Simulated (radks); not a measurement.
The niobium ion Nb+ inside a hard spherical wall (all orbitals vanish at R), configuration held at [Kr] 4d4 and not refilled when levels cross. Calculated with a radial shooting solver on a logarithmic mesh with Libxc functionals: scalar-relativistic Kohn-Sham, PBE, spin-unpolarised, spherical densities, point nucleus. Eigenvalues in eV, with the zero of energy where the potential of the charges vanishes at infinity; a dash marks a level that is unbound or too diffuse for the functional's potential to be trusted. A positive occupied level is held by the wall or, in an anion where self-interaction has pushed it up, behind a barrier. The pressure on the wall is -dE/dV.

R (bohr)  E (hartree)  kinetic (hartree)    e(3d)    e(4s)    e(4p)  e(5s, empty)   e(4d)  e(5p, empty)  pressure (GPa)
free      -3819.36821           3932.562  -202.64  -64.808  -40.971        -9.421  -9.309        -5.752               0
20        -3819.36821           3932.562  -202.64  -64.808  -40.971        -9.421  -9.309        -5.752        < 0.0001
12        -3819.36821           3932.562  -202.64  -64.808  -40.971        -9.421  -9.308        -5.745        < 0.0001
10        -3819.36816           3932.562  -202.63  -64.802  -40.966        -9.414  -9.304        -5.703         0.00162
7         -3819.36492           3932.589  -202.41  -64.595  -40.766        -9.125  -9.124        -4.939           0.215
6         -3819.35544           3932.649  -201.97  -64.197  -40.385        -8.497  -8.767        -3.751            1.12
4         -3819.16971           3933.495  -197.87  -60.690  -37.072        -0.612  -5.083         7.698            42.4
2.5       -3816.68524           3944.137  -176.24  -44.845  -20.661        55.891  16.821        74.464            2150
2         -3810.86848           3966.175  -148.59  -22.554    4.352        139.88  48.701        164.81           12300
